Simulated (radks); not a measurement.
The numbers below are computed, except where a source is named.
Question: All-electron atom: Sr+ in [Kr] 5s1 (the NIST ground configuration). Level of theory: Dirac Kohn-Sham, exchange-only LDA, spin-unpolarised, spherical densities, point nucleus (a radial shooting solver on a logarithmic mesh with Libxc functionals).

Spin-orbit splittings of the eigenvalues, e(l+1/2) - e(l-1/2), with zeta = 2 splitting/(2l+1) and mean radii in bohr:

shell  occ.  splitting (eV)  zeta (eV)  <r> j=l-1/2  <r> j=l+1/2
2p        6           68.27      45.51       0.1476       0.1518
3p        6               ?          ?       0.4922       0.5027
3d       10           1.830     0.7320       0.4968       0.5005
4p        6           1.180     0.7870        1.545        1.580

Estimate the 3p splitting.

Answer: 10.48 eV (zeta = 6.989 eV).
